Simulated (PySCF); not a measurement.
O (SMILES [O-]), charge -1, doublet (in this run its highest filled SCF level lies above zero, so its values depend strongly on the basis, on diffuse functions most of all); B3LYP/6-31G* (PySCF).

Here is a job for PySCF.
```python
from pyscf import gto, scf, dft

mol = gto.M(
    atom='''
O     0.00000000    0.00000000    0.00000000
''',
    basis='6-31g*',
    charge=-1,
    spin=1,
    verbose=4,
)

mf = dft.UKS(mol)
mf.xc = 'b3lyp'
mf.kernel()
```

**Question.** Predict the main parts of the log of this PySCF run.

**Answer.** 
```
PySCF version 2.14.0

[INPUT] verbose = 4
[INPUT] num. atoms = 1
[INPUT] num. electrons = 9
[INPUT] charge = -1
[INPUT] spin (= nelec alpha-beta = 2S) = 1
[INPUT] symmetry False subgroup None
[INPUT] Mole.unit = angstrom
[INPUT] Symbol           X                Y                Z      unit          X                Y                Z       unit  Magmom
[INPUT]  1 O      0.000000000000   0.000000000000   0.000000000000 AA    0.000000000000   0.000000000000   0.000000000000 Bohr   0.0

nuclear repulsion = 0
number of shells = 6
number of NR pGTOs = 27
number of NR cGTOs = 14
basis = 6-31g*
ecp = {}

******** <class 'pyscf.dft.uks.UKS'> ********
method = UKS
initial guess = minao
damping factor = 0
level_shift factor = 0
DIIS = <class 'pyscf.scf.diis.CDIIS'>
diis_start_cycle = 1
diis_space = 8
diis_damp = 0
SCF conv_tol = 1e-09
SCF conv_tol_grad = None
SCF max_cycles = 50
direct_scf = True
direct_scf_tol = 1e-13
number electrons alpha = 5  beta = 4
XC library pyscf.dft.libxc version 7.1.2
    S. Lehtola, C. Steigemann, M. J. T. Oliveira, and M. A. L. Marques,  SoftwareX 7, 1–5 (2018)
XC functionals = b3lyp
    P. J. Stephens, F. J. Devlin, C. F. Chabalowski, and M. J. Frisch,  J. Phys. Chem. 98, 11623 (1994)
radial grids:
    Treutler-Ahlrichs [JCP 102, 346 (1995); DOI:10.1063/1.469408] (M4) radial grids

becke partition: Becke, JCP 88, 2547 (1988); DOI:10.1063/1.454033
pruning grids: <function nwchem_prune>
grids dens level: 3
symmetrized grids: False
atomic radii adjust function: <function treutler_atomic_radii_adjust>
small_rho_cutoff = 0
Set gradient conv threshold to 3.16228e-05
tot grids = 14088
init E= -74.8978787519162

cycle= 1 E= -74.9604370728536  delta_E= -0.0626  |g|= 0.479  |ddm|= 0.688
cycle= 2 E= -74.9458283160448  delta_E= 0.0146  |g|= 0.526  |ddm|= 0.68
cycle= 3 E= -75.0507291408465  delta_E= -0.105  |g|= 0.00471  |ddm|= 0.352
cycle= 4 E= -75.050744991341  delta_E= -1.59e-05  |g|= 0.000854  |ddm|= 0.0055
cycle= 5 E= -75.0507456540799  delta_E= -6.63e-07  |g|= 0.000116  |ddm|= 0.00133
cycle= 6 E= -75.0507456668714  delta_E= -1.28e-08  |g|= 4.23e-06  |ddm|= 0.0002
cycle= 7 E= -75.0507456668926  delta_E= -2.12e-11  |g|= 6.38e-07  |ddm|= 7.66e-06
Extra cycle  E= -75.0507456668958  delta_E= -3.23e-12  |g|= 6.01e-07  |ddm|= 3.18e-06
converged SCF energy = -75.0507456668958  <S^2> = 0.75116826  2S+1 = 2.0011679
```
